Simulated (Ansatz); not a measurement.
Molecule: sum formula H$_{5}$SiSO$_{3}$, net charge 1, singlet state. It need not be the lowest isomer of its formula. 
Coordinates optimised at B3LYP-D3(BJ)/def2-TZVP (Ansatz, a quantum-chemistry and plane-wave program):
```xyz
10

O     -1.4956    -0.5957     0.7501
Si    -0.2878     0.0094    -0.1134
O     -0.5699     0.6236    -1.5699
O      0.2404    -1.5921    -0.8079
S      1.2007     0.8577     1.0607
H     -1.9005    -0.1767     1.5164
H     -0.7359     1.5515    -1.7632
H     -0.0180    -2.4134    -0.3552
H      0.2110    -1.6943    -1.7755
H      1.8610     1.3917     0.0144
```
Charge +1, spin multiplicity 1.

Total electronic energies in hartree. Correlated levels leave the core frozen unless marked. No spin-orbit coupling. No relativistic terms. CBS marks a two-point X^-3 extrapolation of the correlation energy; Hartree-Fock from the larger set. [CCSD(T)-MP2]/basis is that difference in the basis named.

```tsv
level	program	energy (Eh)
HF/cc-pwCVTZ	Ansatz	-914.03418
BLYP-D3(BJ)/def2-TZVPD	Ansatz + dftd3	-916.36783
BLYP/def2-TZVPD	Ansatz	-916.34995
revPBE/def2-TZVPD	Ansatz	-916.18021
B3LYP/def2-TZVPD	Ansatz	-916.43264
PBE0-D4/def2-TZVP	Ansatz + dftd4	-915.90032
PBE0/def2-TZVP	Ansatz	-915.89356
BHLYP/def2-TZVPD	Ansatz	-916.28670
r2SCANh/def2-TZVPD	Ansatz	-916.22039
B2GP-PLYP/def2-TZVPD	Ansatz	-915.88178
MP2/cc-pV(D+d)Z	Ansatz	-914.69527
SCS-MP2/6-31G*	Ansatz	-914.53798
SCS-MP2/cc-pV(T+d)Z	Ansatz	-915.02561
RI-MP2/CBS(cc-pV(T+d)Z,cc-pV(Q+d)Z)+[CCSD(T)-MP2]/cc-pV(T+d)Z	Ansatz	-915.2790
CCSD(T)/CBS(cc-pV(T+d)Z,cc-pV(Q+d)Z)	Ansatz	-915.2737
```

Totals of different functionals don't rank their quality; only differences between species are comparable.
